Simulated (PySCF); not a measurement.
C₄H₂BrCl, SMILES C#C/C(Br)=C\Cl. Geometry: ωB97X-D3(BJ)/def2-SVP. The structure was generated by enumeration; whether it is a known compound was not checked.

Level of theory: ωB97X-D3(BJ)/def2-SVP (PySCF).

Harmonic wavenumbers (cm⁻¹): 120, 192, 197, 265, 301, 454, 610, 728, 732, 751, 860, 862, 1069, 1310, 1708, 2270, 3260, 3484. Rotational constants (GHz): 3.117, 0.9762, 0.7434; symmetry number 1.

Problem. Work out the zero-point energy and the ideal-gas rigid-rotor harmonic-oscillator thermochemistry at 298.15 K and 1 atm.

Solution. ZPE = ½ Σ hcν = ½ × 19174 cm⁻¹ = 114.68 kJ/mol. H − E(el) = 134.04 kJ/mol. Entropy in J/(mol K): translation 172.46, rotation 122.77, vibration 54.14, total 349.37. G − E(el) = 29.88 kJ/mol. Cp = 97.19 J/(mol K). Modes under 150 cm⁻¹ make the vibrational entropy uncertain.
